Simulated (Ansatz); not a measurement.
Ideal-gas functions of `C[O][Ge][OH]` at 500 K and 1 bar, from an Ansatz frequency run at PBE0-D4/def2-TZVP.

Molar mass 120.65 g/mol, point group Cs (symmetry number 1), electronic degeneracy 1, moments of inertia 56.83, 133.21, 186.841 u Å². Harmonic wavenumbers (cm⁻¹, unscaled): 86, 158, 182, 318, 413, 590, 677, 783, 1115, 1172, 1190, 1469, 1495, 1500, 2997, 3054, 3102, 3863.

Use S(trans) = R[1.5 ln M + 2.5 ln T − 1.1517]; rotational temperatures θ = 24.2544 K / I; S(rot) = R[ln(√π/σ · √(T³/θAθBθC)) + 1.5]; for each mode x = 1.438777 ν̃/T, S = R[x/(eˣ − 1) − ln(1 − e⁻ˣ)] and H = RT x/(eˣ − 1); 1 cm⁻¹ = 0.0119627 kJ/mol; R = 8.31446 J/(mol·K).

**Question.** By hand: the entropy, in J/(mol·K).

**Answer.** Translation 179.4. Rotation: θ = 0.4268, 0.1821, 0.1298 K, giving 113.8. Vibration, mode by mode: 19.95, 14.94, 13.79, 9.34, 7.35, 4.85, 3.97, 3.12, 1.47, 1.29, 1.23, 0.64, 0.60, 0.60, 0.01, 0.01, 0.01, 0.00, in all 83.2. Electronic 0.0. Sum 376.4 J/(mol·K).

**Question.** By hand: H − E and G − E in kJ/mol, counted from the electronic energy.

**Answer.** Zero-point energy ½ × 24164 × 0.0119627 = 144.5; thermal vibration 21.2; translation, rotation and pV give 4 RT = 16.6. H − E = 182.3 kJ/mol, and G − E = 182.3 − 500 × 376.4/1000 = -5.9 kJ/mol.

Vibration gives 22 % of the entropy, 19.9 J/(mol·K) of it from the mode under 150 cm⁻¹: soft modes count most, and the harmonic formula is weakest for them. The sum counts one conformer and one mirror image; others add a mixing term.
